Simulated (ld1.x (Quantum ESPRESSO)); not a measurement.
**LDA (PZ) ultrasoft dataset for Pt (Z = 78), scalar-relativistic all-electron reference.**

ld1.x (Quantum ESPRESSO) 7.5 input, shortened:

```
&input
   title='Pt', zed=78., rel=1, dft='PZ', iswitch=3,
   config='[Xe] 4f14 5d9 6s1 6p0'
 /
 &inputp
   pseudotype=3, tm=.true., lloc=-1, rcloc=3.45,
   nlcc=.true., rcore=1.00,
   which_augfun='PSQ', rmatch_augfun=0.65
 /
6
6S  1  0   1.00   0.00  0.75  1.05  0.0
6S  1  0   0.00   0.30  0.75  1.05  0.0
6P  2  1   0.00   0.00  3.65  4.25  0.0
6P  2  1   0.00   1.85  3.65  4.25  0.0
5D  3  2   9.00   0.00  1.70  1.85  0.0
5D  3  2   0.00  -0.15  1.70  1.85  0.0
 &test
   configts(1)='5d9 6s1 6p0'
 /
```

All-electron outer shells of the reference configuration (LDA (PZ), scalar-relativistic, ld1.x):

```tsv
shell	level (eV)	outermost node (bohr)	outermost maximum (bohr)
4f	-70.51	–	0.38
5p	-56.29	0.53	0.98
5d	-6.38	0.57	1.26
6s	-5.97	1.14	2.38
6p	-0.96	1.36	3.55
```

(1) Does this generation succeed?

Answers

(1) No. ld1.x (Quantum ESPRESSO) 7.5 stopped with "chargeps: negative rho": the pseudo-density turned negative during the self-consistent test, most likely because a state had been found with a wrong node count and its wave set to zero before. The 6s radius of 1.05 bohr lies inside the outermost node of the all-electron wave at 1.14 bohr. Before that it printed "Warning: n=1, l=0 expected 0 nodes, found 1".
